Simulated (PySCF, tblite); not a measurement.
Isomers of C3H10OSSi, one GFN2-xTB conformer each. Single-point energies are computed at PBE0/pcSseg-1 (PySCF, gas phase, no added dispersion term), electronic only.

Question: Rank them by PBE0/pcSseg-1 energy, lowest first (kJ/mol).
A. `[CH3:1][CH2:2][Si@@H:3]([OH:4])[S:5][CH3:6]` with C1–C2–Si3–O4 60°, C2–Si3–O4–H 56°, C2–Si3–S5–C6 -177°
B. `[CH3:1][O:2][CH2:3][SiH2:4][S:5][CH3:6]` with C1–O2–C3–Si4 -75°, O2–C3–Si4–S5 -173°, C3–Si4–S5–C6 179°

Answer: A (0.0), B (222.7).

As drawn, the lower has an O–H bond and an Si–O bond, which the higher lacks. GFN2-xTB itself gives, in the same order: 0.0, 158.7. Both levels put the same isomer lowest.

Q: Which frontier levels, dipoles and rotational constants go with these structures?

A: 
```csv
SMILES,"HOMO (eV, PBE0/pcSseg-1)",LUMO (eV),dipole (D),"A, B, C (MHz)"
CC[Si@@H](O)SC,-6.75,0.72,1.31,"4538, 1252, 1057"
COC[SiH2]SC,-6.82,0.20,1.78,"7253, 896.8, 844.1"
```

Q: What happens when harmonic zero-point energies from GFN2-xTB frequencies are added?

A: 
```
        SMILES  ZPE (kJ/mol)  electronic (kJ/mol)  with ZPE (kJ/mol)
CC[Si@@H](O)SC         330.3                  0.0                0.0
   COC[SiH2]SC         322.6                222.7              214.9
```

The zero-point energies span 7.7 kJ/mol. The order is unchanged.
